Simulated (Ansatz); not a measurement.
SrF, SMILES [Sr][F], multiplicity 2.

Coordinates come from a B3LYP-D3(BJ)/def2-TZVPD optimisation. The spin state was assumed, not searched. The def2 effective core potentials stand for the cores of Sr; spin–orbit coupling is left out.

Two levels are set side by side: PBE/def2-TZVPD (Ansatz, a first-principles code) and PBE0/def2-TZVPD (Ansatz). Energy differences of separate SCF runs at the same geometry; the states with an electron removed or added have multiplicity 1 and 1. Differences are taken from unrounded values.

```json
[
 {"quantity": "vertical ionisation energy (eV)", "PBE": "5.54"},
 {"quantity": "vertical electron affinity (eV)", "PBE": "0.88"}
]
```

**Question.** These are the PBE values. What does PBE0 give? (An estimate is asked for; the answer gives what the named calculation found.)

**Answer.** 
| quantity | PBE0 | PBE minus PBE0 |
|---|---|---|
| vertical ionisation energy (eV) | 5.51 | 0.03 |
| vertical electron affinity (eV) | 0.84 | 0.04 |
